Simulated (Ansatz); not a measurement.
The inner images of a band of C$_{2}$H$_{6}$GeO$_{2}$ (11 atoms, charge 0, multiplicity 1) are given out of order.

The calculation used Ansatz 0.2.0, RKS PBE/def2-SVP.

Initial state:

```xyz
11
Properties=species:S:1:pos:R:3
C -1.082 0.255 1.297
Ge 0.708 -0.188 0.620
C 0.724 -0.305 -1.389
O 1.549 -0.902 -2.050
O -0.300 0.399 -1.944
H -1.443 1.184 0.816
H -1.791 -0.562 1.062
H -1.058 0.401 2.394
H 1.215 -1.556 1.142
H 1.738 0.913 0.993
H -0.194 0.304 -2.921
```

Final state:

```xyz
11
Properties=species:S:1:pos:R:3
C -1.083 0.235 1.426
Ge 0.633 -0.164 0.568
C 0.314 0.036 -1.408
O 1.185 -0.674 -2.168
O -0.558 0.740 -1.880
H -1.512 1.138 0.951
H -1.787 -0.607 1.283
H -0.954 0.416 2.511
H 1.162 -1.585 0.895
H 1.716 0.883 0.949
H 0.948 -0.477 -3.107
```

Problem. Put them in order from the first end to the last, with their energies above the first end.
A.
```xyz
11
Properties=species:S:1:pos:R:3
C -1.096 0.245 1.353
Ge 0.674 -0.157 0.606
C 0.673 -0.279 -1.398
O 1.461 -0.974 -2.012
O -0.238 0.478 -2.056
H -1.495 1.169 0.893
H -1.795 -0.588 1.144
H -1.030 0.387 2.450
H 1.211 -1.535 1.066
H 1.708 0.943 0.966
H -0.008 0.253 -2.993
```
B.
```xyz
11
Properties=species:S:1:pos:R:3
C -1.093 0.241 1.358
Ge 0.675 -0.158 0.618
C 0.594 -0.208 -1.376
O 1.349 -0.888 -2.075
O -0.277 0.520 -2.086
H -1.484 1.163 0.887
H -1.790 -0.591 1.143
H -1.036 0.388 2.454
H 1.217 -1.545 1.042
H 1.716 0.939 0.965
H 0.195 0.083 -2.910
```
C.
```xyz
11
Properties=species:S:1:pos:R:3
C -1.088 0.238 1.357
Ge 0.684 -0.165 0.621
C 0.454 -0.089 -1.360
O 1.187 -0.756 -2.254
O -0.406 0.636 -1.872
H -1.478 1.158 0.879
H -1.787 -0.593 1.143
H -1.033 0.389 2.452
H 1.226 -1.550 1.049
H 1.717 0.940 0.963
H 0.589 -0.264 -2.956
```
D.
```xyz
11
Properties=species:S:1:pos:R:3
C -1.079 0.231 1.370
Ge 0.683 -0.170 0.610
C 0.367 -0.008 -1.366
O 1.141 -0.720 -2.215
O -0.500 0.736 -1.790
H -1.465 1.148 0.884
H -1.781 -0.599 1.156
H -1.026 0.385 2.465
H 1.231 -1.561 1.022
H 1.723 0.925 0.970
H 0.770 -0.424 -3.084
```
E.
```xyz
11
Properties=species:S:1:pos:R:3
C -1.093 0.240 1.354
Ge 0.678 -0.159 0.621
C 0.528 -0.150 -1.367
O 1.261 -0.814 -2.180
O -0.329 0.565 -2.002
H -1.485 1.160 0.879
H -1.790 -0.593 1.140
H -1.039 0.390 2.449
H 1.221 -1.544 1.048
H 1.713 0.944 0.964
H 0.399 -0.095 -2.886
```

Solution. A (+3.7 kJ/mol), B (+46.6 kJ/mol), E (+113.2 kJ/mol), C (+45.0 kJ/mol), D (+2.0 kJ/mol).

Time of the run: 2.2 min on 2 threads of Intel(R) Xeon(R) CPU @ 2.60GHz (Ice Lake), on a shared host, peak memory 0.18 GiB.
